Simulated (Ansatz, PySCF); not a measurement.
Complex: H2O (SMILES O) (first 3 atoms) with PH3 (SMILES P); geometry from B3LYP-D3(BJ)/def2-TZVP, rigid monomers moved along the line of their centres of mass till H2···P4 is 2.32 Å.
(charge 0, multiplicity 1):
| atom | x (Å) | y (Å) | z (Å) |
|---|---|---|---|
| O | 0.2632 | -0.0779 | -0.5425 |
| H | 0.1242 | 0.0001 | 0.4118 |
| H | 1.1449 | 0.2748 | -0.6984 |
| P | -0.4053 | 0.1270 | 2.6716 |
| H | 0.2304 | -0.5901 | 3.7141 |
| H | -0.5328 | 1.3223 | 3.4200 |
| H | -1.7028 | -0.3421 | 2.9880 |

Monomers are frozen at their geometry in the pair; levels with a basis set take the counterpoise correction.

Correlated levels freeze the cores. CBS(a, b) extrapolates the correlation energy as X⁻³ and adds the Hartree–Fock energy of set b.

Run with Ansatz (Gaussian basis) for Hartree–Fock, density functionals and correlated methods; PySCF for the dispersion terms. Values without a source in brackets are computed.

PBE/def2-TZVPPD gives -10.0 kJ/mol for the interaction energy.

How do the other levels lie against it? Give each less PBE: PBE-D3(BJ)/def2-TZVPPD, r2SCAN/def2-TZVPPD, B3LYP/def2-TZVPPD, wB97M-V/def2-TZVPPD, MP2/CBS(aug-cc-pV(D+d)Z, aug-cc-pV(T+d)Z), CCSD(T)/CBS(aug-cc-pV(D+d)Z, aug-cc-pV(T+d)Z).

PBE-D3(BJ)/def2-TZVPPD -2.8; r2SCAN/def2-TZVPPD 1.8; B3LYP/def2-TZVPPD 4.8; wB97M-V/def2-TZVPPD 3.2; MP2/CBS(aug-cc-pV(D+d)Z, aug-cc-pV(T+d)Z) 2.0; CCSD(T)/CBS(aug-cc-pV(D+d)Z, aug-cc-pV(T+d)Z) 2.7 kJ/mol. 5 of 6 lie above PBE; the widest gap is to B3LYP/def2-TZVPPD.

Ansatz is an electronic-structure program.
